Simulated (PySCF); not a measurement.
ReO3Br, SMILES [O]=[Re](=[O])([Br])=[O], multiplicity 1. The structure is a stationary point at B3LYP-D3(BJ)/def2-SVP. The multiplicity is an assumed one; other spin states were not compared. The def2 effective core potentials stand for the cores of Re; spin–orbit coupling is left out.

The numbers are results of B3LYP-D3(BJ)/def2-SVP in PySCF, not measurements.

Harmonic wavenumbers (cm⁻¹): 167, 167, 245, 337, 343, 343, 1004, 1004, 1039. Rotational constants (GHz): 4.088, 1.113, 1.113; symmetry number 3.

### Question
Work out the zero-point energy and the ideal-gas rigid-rotor harmonic-oscillator thermochemistry at 298.15 K and 1 atm.

### Answer
ZPE = ½ Σ hcν = ½ × 4648 cm⁻¹ = 27.80 kJ/mol. H − E(el) = 45.44 kJ/mol. Entropy in J/(mol K): translation 180.45, rotation 110.29, vibration 44.33, total 335.07. G − E(el) = -54.46 kJ/mol. Cp = 80.96 J/(mol K).
